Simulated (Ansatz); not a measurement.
Consider the substitution at a C–Si bond: `C=C[Si](F)(F)[SiH3]` + `FC(F)(F)S` → `C=CSC(F)(F)F` + `F[SiH](F)[SiH3]`.

Program: Ansatz. Geometries: PBE0-D4/def2-TZVP. ΔE: electronic, gas phase. CCSD(T)/CBS is the MP2 limit (def2-TZVPP, def2-QZVPP) plus CCSD(T) − MP2 in def2-TZVPP, frozen cores. Functionals use def2-TZVPP. B3LYP here is the variant with VWN-RPA as its local correlation; programs differ in this. Each species was taken in one conformer, which may not be the lowest.

```
             level  ΔE (kcal/mol)  difference from CCSD(T)/CBS
         r2SCAN-D4           10.4                         -1.2
           PBE0-D4           10.9                         -0.7
          B3LYP-D4           11.0                         -0.6
           ωB97X-V           11.2                         -0.4
           ωB97M-V           11.9                          0.3
            B2PLYP           11.2                         -0.4
            r2SCAN           10.3                         -1.3
              PBE0           10.9                         -0.7
    MP2/def2-TZVPP           11.2                         -0.4
SCS-MP2/def2-TZVPP           11.3                         -0.3
   CCSD/def2-TZVPP           12.5                          0.9
     HF/def2-QZVPP           13.3                          1.7
SCS-MP2/def2-QZVPP           11.2                         -0.4
      HF/CBS(def2)           13.3                          1.7
     MP2/CBS(def2)           10.9                         -0.7
    CCSD/CBS(def2)           12.2                          0.6
       CCSD(T)/CBS           11.6                            0
```

Largest T1 diagnostic among the species: 0.013.

In def2-TZVPP, CCSD(T) changes the Hartree–Fock value by −1.5 kcal/mol (the triples alone add −0.6 kcal/mol) and MP2 by −2.2 kcal/mol. From PBE to PBE0 (25 % exact exchange), in def2-TZVPP and without D4, ΔE moves by +1.2 kcal/mol.
